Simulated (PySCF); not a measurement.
## Calcium: highly charged ions in a basis for the neutral atom

Ca¹⁵⁺ [He] 2s2 2p1, Ca¹⁶⁺ [He] 2s2. All numbers are calculated (PySCF 2.14, no relativity, point nucleus, in pcseg-2). No spin-orbit coupling, so a gap to NIST mixes the basis error with missing relativistic terms.

Changed run: basis of the neutral atom used for a highly charged ion. This setting is unsound on purpose.

```
species  method  sound run (hartree)  changed run (hartree)  converged
  Ca¹⁵⁺     UHF              not run             -504.24534        yes
  Ca¹⁵⁺  M06-2X              not run             -504.45943        yes
  Ca¹⁵⁺   M06-L              not run             -504.44363        yes
  Ca¹⁶⁺     UHF              not run             -468.78343        yes
  Ca¹⁶⁺  M06-2X              not run             -468.98351        yes
  Ca¹⁶⁺   M06-L              not run             -468.92204        yes
```

Ionisation energy of Ca¹⁵⁺:

```json
{"method": "UHF", "changed run (eV)": "964.97", "NIST (eV)": "973.7 ± 0.3"}
{"method": "M06-2X", "changed run (eV)": "965.35", "NIST (eV)": "973.7 ± 0.3"}
{"method": "M06-L", "changed run (eV)": "966.59", "NIST (eV)": "973.7 ± 0.3"}
```

The contracted functions were made for the neutral atom and can be too rigid for a highly charged ion.
